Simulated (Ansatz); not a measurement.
A run for Ansatz (an electronic-structure program): R-CCSD(T)/aug-cc-pV(D+d)Z on ClH5OSi (a complex), monomers drawn apart or pushed together. Files ending in .json are basis or fitting sets from the Basis Set Exchange.

Ansatz 0.2 input:
```yaml
crystal:
  periodic: [false, false, false]
  atoms:
    - {symbol: O, position_ang: [0.19409571, -0.24297724, -0.15294749]}
    - {symbol: H, position_ang: [1.11836467, -0.32533300, -0.41005480]}
    - {symbol: H, position_ang: [0.13561133, 0.59976545, 0.31296692]}
    - {symbol: Si, position_ang: [-0.42135809, -0.97205576, 4.21139627]}
    - {symbol: Cl, position_ang: [-0.14347248, 1.09260616, 4.19272392]}
    - {symbol: H, position_ang: [-0.65024109, -1.34360546, 5.62292958]}
    - {symbol: H, position_ang: [0.80570646, -1.61557410, 3.71264646]}
    - {symbol: H, position_ang: [-1.59882873, -1.29978259, 3.39326749]}
basis:
  gaussian:
    orbitals: aug-cc-pV_D+d_Z.json
magnetization: {spin_polarized: false}
correlation: {method: ccsd_t, electrons: outside_noble_gas}
scf: {lower_state_search: off}
```

The head of its log:

```
WARN ansatz: RAYON_NUM_THREADS=1 ignored (pool sized by the plan → 1); use --threads N
Functional definition: HF
these checks for a lower state are left out or cut short: stability, starts, cluster_reference, orbital_swaps, neighbouring_geometries, increment
integrals: 0.28 GiB planned
1282 factors; integrals over basis functions are off by at most 7.9e-4 eV
mean field: 0.40 GiB planned
mean field evaluation 1: about -22481.5873 eV, gradient 3.5e1 eV
mean field evaluation 2: about -22481.5910 eV, gradient 3.5e1 eV
mean field evaluation 4: about -22484.1327 eV, gradient 2.4e0 eV
mean field evaluation 8: about -22484.1592 eV, gradient 1.4e-1 eV
mean field -22484.15930491 eV, -826.2776141450 hartree, gradient 3.3e-6 eV, S^2 0.000000; 0 other end points of the search recorded, 0 dependent functions left out
11 core orbitals not correlated
reference -22484.15930491 eV, -826.2776141450 hartree; 11, 11 occupied and 110, 110 virtual orbitals, 1282 factors
```

### Question
What total energy does the run end on?

### Answer
-826.8161 hartree (reference determinant -826.2776, T1 diagnostic 0.010).
